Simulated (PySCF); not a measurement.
# Electronic structure of K⁺ (potassium, charge +1) at the UHF level

Configuration: [Ar], closed-shell 1S. Computed with PySCF 2.14 in x2c-SVPall (5s3p2d, 24 functions), with scalar relativity by spin-free X2C-1e.

- Total energy: -601.214433 hartree
- One-electron energy: -822.5398 hartree
- Hartree (Coulomb) energy: 254.0932 hartree
- Exchange energy: -32.7678 hartree
- ⟨S²⟩: 0.0000
- ⟨L²⟩: 0.000
- Sum of ⟨r⟩: 14.18 bohr
- Sum of ⟨r²⟩: 19.60 bohr²
- Langevin diamagnetic susceptibility: -15.5 ×10⁻⁶ cm³/mol
- Time after the integrals: 0.03 s of wall time on 1 thread of Intel(R) Xeon(R) Platinum 8559C (shared host)

```json
{"shell": "1s", "electrons": "2", "mean orbital energy (hartree)": "-134.35254", "rms radius, mean of both spins (bohr)": "0.0938"}
{"shell": "2s", "electrons": "2", "mean orbital energy (hartree)": "-14.82667", "rms radius, mean of both spins (bohr)": "0.418"}
{"shell": "2p", "electrons": "6", "mean orbital energy (hartree)": "-11.75384", "rms radius, mean of both spins (bohr)": "0.387"}
{"shell": "3s", "electrons": "2", "mean orbital energy (hartree)": "-1.98111", "rms radius, mean of both spins (bohr)": "1.37"}
{"shell": "3p", "electrons": "6", "mean orbital energy (hartree)": "-1.17423", "rms radius, mean of both spins (bohr)": "1.56"}
```

Densities and radii are taken from the X2C orbitals without a picture-change correction, which distorts them close to the nucleus.
